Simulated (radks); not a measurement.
Excited configurations of Cu III: one electron is placed in a higher orbital outside [Ar] 3d8. The ground configuration is [Ar] 3d9. All-electron calculation, Dirac Kohn-Sham, BLYP, spin-unpolarised, spherical densities, point nucleus; open shells fill j = l - 1/2 first. Program: a radial shooting solver on a logarithmic mesh with Libxc functionals. Excitation = E - E(ground); binding = E(ion) - E, where the ion is the core of charge +3; n* = 3/sqrt(2 binding) in atomic units, and the quantum defect is n - n*.

\begin{tabular}{lrrrrr}
outer orbital & excitation (eV) & binding (eV) & quantum defect & eigenvalue (eV) & <r> (bohr) \\ \hline
4s1/2 & 9.097 & 29.787 & 1.972 & -24.798 & 2.193 \\
4p1/2 & 16.555 & 22.330 & 1.658 & -18.117 & 2.578 \\
4d3/2 & 26.046 & 12.839 & 0.912 & -10.166 & 3.836 \\
4f5/2 & 31.186 & 7.698 & 0.012 & -6.065 & 5.831 \\
5s1/2 & 25.633 & 13.251 & 1.960 & -11.283 & 4.731 \\
5p1/2 & 27.892 & 10.992 & 1.662 & -9.255 & 5.417 \\
5f5/2 & 33.654 & 5.230 & 0.161 & -4.275 & 9.872 \\
6d3/2 & 33.815 & 5.070 & 1.086 & -4.272 & 11.49 \\
7s1/2 & 33.780 & 5.105 & 2.102 & -4.365 & 12.36 \\
7p1/2 & 34.356 & 4.529 & 1.800 & -3.866 & 13.64 \\
\end{tabular}

The Delta-SCF ionisation energy is 38.885 eV (NIST Atomic Spectra Database: 36.84 eV, measured). Self-interaction in the functional shifts the binding energies and quantum defects, so they are the method's values and not measured ones. Spin polarisation and multiplet splitting are left out, so open shells lie too high by an amount that depends on their filling.

Beside tabulated values, note that spin-unpolarised runs miss the spin-polarisation part of the exchange energy of open shells.
